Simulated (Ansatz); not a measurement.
Gas-phase electronic energies from Ansatz, PBE0-D4/def2-TZVP geometries. CBS: MP2 limit from def2 TZ/QZ plus the TZ coupled-cluster correction, frozen cores. This one scheme is used for every species. DFT in def2-TZVPP. HSE06 is defined as in plane-wave codes. For Br outer-core shells are correlated without core-valence functions, which leaves a few kJ/mol of doubt a bond. Scalar relativity is left out up to krypton.

Consider the hydrogenolysis of a C–Br bond: `Brc1ccco1` + H₂ → furan + HBr.

Problem. Is it downhill or uphill in electronic energy at CCSD(T)/CBS, and by how much? (Estimate.)

Solution. Ansatz gave: Downhill: ΔE = -0.87 eV.

Problem. What do these levels give: B97M-V, r2SCAN0-D4, HSE06-D4, BHLYP, CCSD/def2-TZVPP, MP2/def2-QZVPP? (An estimate is asked.)

Solution. The calculation gave: B97M-V -0.89, r2SCAN0-D4 -0.89, HSE06-D4 -0.85, BHLYP -1.03, CCSD/def2-TZVPP -0.94, MP2/def2-QZVPP -0.76 eV.

Largest T1 diagnostic among the species: 0.013.

Leaving LDA and LC-ωPBE aside and taking each functional with its dispersion term where it has one, the values, not all of them listed here, spread over 0.22 eV, from BHLYP-D4 to revPBE-D4. At CCSD(T), def2-SVP lies −0.15 eV from the extrapolated value and def2-TZVPP +0.00 eV. The D4 term adds +0.10 eV with B3LYP and +0.05 eV with PBE0; it sums over pairs of atoms, weighted by their polarisabilities, and B3LYP, whose exchange is more repulsive, gets the larger term.

B3LYP here is the variant with VWN-RPA as its local correlation; programs differ in this.
